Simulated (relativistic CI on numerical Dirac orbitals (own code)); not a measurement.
## Sensitivity of the levels of Pt⁷⁺ to α and to the nuclear radius

Method of calculation: Dirac-Coulomb-Breit CI, KLI orbitals optimised for each configuration, derivatives by finite differences, unscaled Slater integrals, QED left out (own radial code, finite nucleus).

Configuration list (outside the closed core [Kr] 4d10 4f14 5s2): 5p⁶5d³, 5p⁶5d²6s, 5p⁶5d²5f, 5p⁶5d6s², 5p⁶5d²6p, 5p⁵5d⁴, 5p⁶5d6s6p, 5p⁶5d5f². Levels of other configurations are missing.

With x = (α/α₀)² − 1 an excitation energy changes as ω = ω₀ + qx; K = 2q/ω₀ is the relative enhancement. Terms are leading LS components, so labels can repeat. The field-shift factor is F = δν/δ⟨r²⟩ for the transition from the lowest level.

Lowest level 5p⁶5d³ ⁴F3/2.

```
        Level  ω₀ (cm⁻¹)  q (cm⁻¹)     K  F (GHz/fm²)
 5p⁶5d³ ⁴F5/2     9161.1     11750  2.56        0.889
 5p⁶5d³ ⁴F7/2    16249.5     16590  2.04         1.41
 5p⁶5d³ ⁴P3/2    19996.7      7195  0.72         1.71
 5p⁶5d³ ⁴F9/2    20691.2     15680  1.52         1.49
 5p⁶5d³ ⁴P1/2    23272.6     10130  0.87         1.83
 5p⁶5d³ ²G7/2    32211.5     20300  1.26         2.33
 5p⁶5d³ ²H9/2    33679.8     22600  1.34         2.14
 5p⁶5d³ ⁴P5/2    34346.9     20470  1.19         2.06
 5p⁶5d³ ²D3/2    38765.8     23430  1.21         3.02
 5p⁶5d³ ²P1/2    40604.5     23570  1.16         4.62
5p⁶5d³ ²H11/2    44890.7     25100  1.12          2.5
 5p⁶5d³ ²D5/2    48010.0     26640  1.11         3.63
 5p⁶5d³ ²G9/2    52029.8     37220  1.43         3.87
```

At this charge configurations can still be misplaced by up to about 7 % of their energy. Terms inside the open d or f shell come out 10 to 20 % too wide with unscaled integrals. Levels and lines within the n = 5 or 6 shells can be off by up to 10 % or somewhat more, and those that change n by about 2 %, since core polarisation is missing.
